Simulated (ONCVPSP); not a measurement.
Before and after: ONCV potential for gold

```json
{
  "Element": "Au (Z = 79)",
  "Generator": "ONCVPSP 4.0.1",
  "Type": "optimised norm-conserving Vanderbilt (ONCV)",
  "Functional": "PBEsol",
  "Relativity": "scalar-relativistic",
  "Frozen core": "[Xe] 4f14",
  "Valence charge": "11",
  "Reference configuration": "5d10 6s1",
  "Partial waves": "6s: rc 2.05 bohr, ncon 4, nbas 8, qcut 2.9 1/bohr, 2 projectors, debl 1.3 Ha; p scattering state at 0.35 Ha: rc 1.95 bohr, ncon 3, nbas 7, qcut 3.9 1/bohr, 2 projectors, debl 2.5 Ha; 5d: rc 2.35 bohr, ncon 4, nbas 9, qcut 5.6 1/bohr, 1 projector",
  "Local potential": "polynomial inside 1.50 bohr (lpopt 5, dvloc0 -1 Ha)",
  "Core correction": "Teter function, fcfact 3.25, rcfact 1.75"
}
```

All-electron outer shells of the reference configuration (PBEsol, scalar-relativistic, ld1.x):

| shell | level (eV) | outermost node (bohr) | outermost maximum (bohr) |
| --- | --- | --- | --- |
| 5p | -59.80 | 0.52 | 0.96 |
| 5d | -6.90 | 0.56 | 1.21 |
| 6s | -5.80 | 1.11 | 2.32 |

Change: d: qcut 8.3.

Cutoffs: the cutoffs (Ha) at which the residual kinetic energy of the hardest occupied pseudo-wave falls to 1 and 0.1 mHa per electron; they do not see the model core or the augmentation charge, which bear on the density cutoff. Errors are all-electron minus pseudo energies relative to the spin-unpolarised reference configuration.

Question: What does the change do?

Answer: The potential gets harder (13 Ha and 16 Ha → 19 Ha and 23 Ha); both files keep a bound ghost (p, s); of the 4 tests that both files solve, the error grows in 2 and shrinks in 0 by more than 15 % and 0.3 meV (median size 121.1 → 122.6 meV); the range in which the d phases agree widens (upper end 0.8 → at the end of the scan). The waves are optimised to have the least kinetic energy above qcut, so the cutoff follows it (qcut²/2 in Ha).

| quantity | base | changed |
| --- | --- | --- |
| cutoff, loose | 13 Ha | 19 Ha |
| cutoff, tight | 16 Ha | 23 Ha |
| loose cutoff by channel | s 4.8 Ha, d 13 Ha | s 4.8 Ha, d 19 Ha |
| bound ghosts | s, p | s, p |
| GHOST(+) flags under 300 eV | none | none |
| error for 5d10 6s0, meV [ΔE 9.44 eV] | -46 | -53 |
| error for 5d9 6s0, meV [ΔE 30.68 eV] | -196 | -192 |
| error for 5d8 6s0, meV [ΔE 64.59 eV] | -542 | -561 |
| error for 5d10 6s0.5, meV [ΔE 3.79 eV] | -9.4 | -11 |
| s: phases at 2.09 bohr within 0.05 rad from the reference energy up to (Ha; the scan ends near 5) | 3.5 | 3.5 |
| p: phases at 1.98 bohr within 0.05 rad from the reference energy up to (Ha; the scan ends near 5) | to the end of the scan | to the end of the scan |
| d: phases at 2.38 bohr within 0.05 rad from the reference energy up to (Ha; the scan ends near 5) | 0.8 | to the end of the scan |
| rms error of d²Exc/dni dnj with the model core, mHa | 1.47 | 1.54 |

Base: The cutoffs count occupied waves only; projector 2 of the p channel, the hardest unoccupied one, needs 46 Ha at the loose tolerance. A true bound ghost makes a file unfit for plane-wave use even where its test errors are small: the radial tests pick states by their node count and pass the ghost by.
